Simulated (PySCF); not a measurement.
Computed shifts of a molecule CH₆GeOSi, PySCF with B3LYP/pcSseg-1, GIAO, gas phase, equivalent atoms averaged, in ppm (number of nuclei): ¹³C: 77.9 (1). ²⁹Si: 24.2 (1). ¹H: 6.16 (2), 5.30 (2), 5.25 (2). References: ¹³C against TMS (σ = 181.3 ppm); ¹⁷O against H2O (σ = 333.8 ppm); ²⁹Si against TMS (σ = 338.7 ppm); ⁷³Ge against GeH4 (σ = 1631.8 ppm); ¹H against TMS (σ = 31.68 ppm), references at their B3LYP-D3(BJ)/def2-TZVP geometries, non-relativistic. Coordinates come from a TPSSh-D3(BJ)/def2-SVP optimisation. The values are those of a single conformer.

**Question.** Pick the molecule that these values belong to.
A) [CH2]1[SiH2][O][GeH2]1
B) [CH2]1O[SiH2][GeH2]1
C) O=C[SiH2][GeH3]
D) O=[CH][GeH2][SiH3]

**Answer.** B, [CH2]1O[SiH2][GeH2]1
